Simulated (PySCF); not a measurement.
C₂H₇NOTe, SMILES CN(C)[Te]O. Atoms are numbered in the order given.

```xyz
12

Te     0.6133     0.3406     0.2756
O     -0.5400     1.9653    -0.0158
H     -1.0758     2.0735     0.7803
N     -0.5443    -1.1682    -0.3641
C     -1.6412    -1.6284     0.4554
C     -0.7619    -1.3421    -1.7828
H     -2.5814    -1.0690     0.2747
H     -1.8460    -2.6929     0.2400
H     -1.3875    -1.5411     1.5208
H     -0.9604    -2.4074    -2.0000
H     -1.6232    -0.7569    -2.1611
H      0.1300    -1.0386    -2.3473
```

Geometry optimised at PBE0-D3(BJ)/def2-SVP. The structure was generated by enumeration, and PubChem lists no compound with its InChIKey, so it may never have been made. The def2 effective core potentials stand for the cores of Te; spin–orbit coupling is left out. The values are those of a single conformer.

Computed with M06-2X/def2-TZVP run with PySCF.

ESP charges are fitted to the potential on shells at 1.4 to 2.0 van der Waals radii. Atomic charges (e):

```tsv
atom	ESP fit	Mulliken
Te1	0.17	0.42
O2	-0.54	-0.64
H3	0.36	0.33
N4	-0.02	-0.35
C5	-0.36	-0.33
C6	-0.36	-0.31
H7	0.13	0.15
H8	0.14	0.14
H9	0.09	0.15
H10	0.12	0.14
H11	0.14	0.15
H12	0.12	0.15
```

**Question.** Give the Mayer and Wiberg (Löwdin basis) orders of the bonds. (Estimate from the structure and the level; the computed values follow.)

**Answer.** 
```tsv
bond	Mayer	Wiberg
Te1–O2	0.88	1.32
O2–H3	0.89	1.10
Te1–N4	1.09	1.35
N4–C5	0.92	1.40
N4–C6	0.92	1.40
C5–H7	0.97	0.92
C5–H8	0.96	0.91
C5–H9	0.97	0.92
C6–H10	0.96	0.91
C6–H11	0.97	0.92
C6–H12	0.97	0.92
```
